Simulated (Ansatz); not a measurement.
Consider the ligand exchange at a B–Cl bond: `CBCl` + `O[SiH2][SiH3]` → `CBO[SiH2][SiH3]` + HCl.

Program: Ansatz. Geometries: PBE0-D4/def2-TZVP. ΔE: electronic, gas phase. CCSD(T)/CBS adds triple-zeta CCSD(T) − MP2 to the extrapolated MP2 energy (def2 sets, frozen cores). This one scheme is used for every species. Functionals use def2-TZVPP. B3LYP here is the variant with VWN-RPA as its local correlation; programs differ in this. One conformer a species, not always the lowest.

```tsv
level	ΔE (kJ/mol)
PBE-D4	-33.2
PBE0-D4	-35.3
CAM-B3LYP-D4	-45.3
B3LYP	-35.0
```

(1) What does CCSD(T)/CBS give? (Estimate.)

Largest T1 diagnostic among the species: 0.013.

Results:

(1) Computed: -39.5 kJ/mol. The listed levels differ from it by 6.3, 4.2, -5.8, 4.5 kJ/mol.

Leaving LDA and LC-ωPBE aside and taking each functional with its dispersion term where it has one, the values, not all of them listed here, spread over 12.3 kJ/mol, from BHLYP-D4 to PBE-D4. LDA lies −10.3 kJ/mol from PBE without D4. At CCSD(T), def2-SVP lies −10.0 kJ/mol from the extrapolated value and def2-TZVPP −1.6 kJ/mol.
